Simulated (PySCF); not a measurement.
B(Cl)(NCO)(OMe) (C2H3BClNO2), SMILES COB(Cl)N=C=O. Atoms are numbered in the order given.

```xyz
10

B      0.1295    -0.5263     0.0000
Cl     1.8923    -0.7386     0.0000
N     -0.4399     0.7901     0.0000
C     -0.3598     2.0021     0.0000
O     -0.3668     3.1806     0.0000
O     -0.6304    -1.6420     0.0000
C     -2.0520    -1.6252     0.0000
H     -2.4169    -2.1613     0.8994
H     -2.4169    -2.1613    -0.8994
H     -2.4549    -0.5914     0.0000
```

Geometry: PBE-D3(BJ)/def2-SVP. The structure was generated by enumeration, and PubChem lists no compound with its InChIKey, so it may never have been made. One conformer was computed; it need not be the lowest.

Calculation: PBE-D3(BJ)/def2-SVP (PySCF).

Frequencies are harmonic and unscaled.

### Question
Give all harmonic wavenumbers and intensities. (Estimate from the structure and the level; the computed values follow.)

### Answer

```tsv
mode	ν (cm⁻¹)	IR (km/mol)	moving atoms (share of kinetic energy)
1	52	0.1	O 43 %, Cl 26 %, N 14 %, C 12 %
2	72	0.1	H 87 %
3	101	0.1	N 57 %, O 21 %, H 13 %
4	147	3.4	O 51 %, H 20 %, C 17 %
5	204	2.7	C 40 %, H 18 %, Cl 15 %, O 14 %, N 10 %
6	328	12.7	N 37 %, C 24 %, O 15 %, Cl 14 %
7	416	3.0	Cl 43 %, O 25 %, C 14 %, N 11 %
8	553	20.6	O 44 %, C 39 %
9	554	22.7	B 82 %, O 9 %
10	588	20.4	C 72 %, O 14 %, N 13 %
11	605	4.6	C 40 %, O 28 %, N 20 %
12	1010	60.1	B 46 %, C 28 %, O 16 %
13	1034	315.2	B 48 %, O 29 %, C 14 %
14	1141	46.7	H 70 %, C 19 %
15	1142	0.1	H 76 %, C 19 %
16	1342	427.6	H 30 %, B 28 %, O 26 %, C 13 %
17	1417	6.8	H 91 %
18	1420	4.1	H 97 %
19	1442	101.3	H 61 %, O 19 %, B 10 %
20	1564	229.4	N 44 %, O 27 %, B 23 %
21	2396	1256.7	C 69 %, N 18 %, O 12 %
22	2964	46.6	H 98 %
23	3063	14.8	H 90 %, C 10 %
24	3063	14.0	H 90 %, C 10 %
```
